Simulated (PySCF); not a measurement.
Excitation energy of Ag⁺ by level of theory

Ag⁺ [Kr] 4d10 (1S) → Ag⁺ [Kr] 4d9 5p1 (high-spin determinant), as a difference of total energies. Calculation: PySCF 2.14, in def2-QZVPPD with the def2 core potential (28 electrons) (7s5p4d4f2g, 88 functions); scalar relativity through the core potential. Correlated levels: valence: 4s2 4p6 frozen. The calculations carry no spin-orbit coupling.

| method | excitation energy (cm⁻¹) |
| --- | --- |
| UHF | 74719 |
| MP2 (valence) | 86751 |
| SCS-MP2 (valence) | 86161 |
| CCSD (valence) | 83647 |
| CCSD(T) (valence) | 84269 |

The determinant of the upper state mixes LS terms, which raises its energy above the lowest term, most at the Hartree-Fock and MP2 levels.
